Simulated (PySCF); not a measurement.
First SCF of a structure search on quartet WCl₃, at a hand-made trigonal pyramidal geometry. PySCF input:

```python
from pyscf import gto, scf, dft
mol = gto.M(atom='''
W      0.000000     0.000000     0.000000
Cl     2.083800     0.000000     1.108000
Cl    -1.041900     1.804600     1.108000
Cl    -1.041900    -1.804600     1.108000''',
    basis={'W': 'def2-TZVP', 'Cl': 'def2-TZVP'},
    ecp={'W': 'def2-TZVP'},
    charge=0, spin=3)
mf = dft.UKS(mol, xc='PBE0')
mf.grids.atom_grid = (50, 194)
aux = {'W': 'def2-universal-JKFIT', 'Cl': 'def2-universal-JKFIT'}
mf = mf.density_fit(auxbasis=aux)
mf.conv_tol = 1e-08
mf.diis_space = 10
mf.max_cycle = 60
mf.init_guess = 'minao'
mf.verbose = 4
mf.kernel()
```

Excerpt of the output (cycles alone):

```
init E= -1427.67828248433
cycle= 1 E= -1447.1763290274  delta_E= -19.5  |g|= 0.564  |ddm|= 5.18
cycle= 2 E= -1445.2685759682  delta_E= 1.91  |g|= 2.11  |ddm|= 1.84
cycle= 3 E= -1447.34159604559  delta_E= -2.07  |g|= 0.161  |ddm|= 1.35
cycle= 4 E= -1447.34854145088  delta_E= -0.00695  |g|= 0.104  |ddm|= 0.204
cycle= 5 E= -1447.35462821389  delta_E= -0.00609  |g|= 0.0155  |ddm|= 0.0901
cycle= 6 E= -1447.35479595319  delta_E= -0.000168  |g|= 0.00567  |ddm|= 0.0205
cycle= 7 E= -1447.35485738207  delta_E= -6.14e-05  |g|= 0.0021  |ddm|= 0.018
cycle= 8 E= -1447.35487281266  delta_E= -1.54e-05  |g|= 0.00101  |ddm|= 0.00995
cycle= 9 E= -1447.35487613091  delta_E= -3.32e-06  |g|= 0.000407  |ddm|= 0.00483
cycle= 10 E= -1447.35487680178  delta_E= -6.71e-07  |g|= 0.000145  |ddm|= 0.00249
cycle= 11 E= -1447.35487687498  delta_E= -7.32e-08  |g|= 4.26e-05  |ddm|= 0.000779
cycle= 12 E= -1447.35487688304  delta_E= -8.06e-09  |g|= 2.32e-05  |ddm|= 0.00029
Extra cycle  E= -1447.35487688315  delta_E= -1.11e-10  |g|= 2.98e-05  |ddm|= 5.69e-05
converged SCF energy = -1447.35487688315  <S^2> = 3.7724935  2S+1 = 4.011231
```

No lower solution of this spin was found from smeared starts or by a stability analysis within the unrestricted form.

Other spin states or occupations of the open shell can lie lower. With an element this heavy the missing spin–orbit coupling can shift these numbers.

The search for the lowest solution, 3 starts and the stability check together, took 26 s on 4 threads of a shared Arm Neoverse V1 host, with 151 basis functions; the process peaked at 0.65 GiB. Launch command: `OMP_NUM_THREADS=4 python axn.py task.json out`.
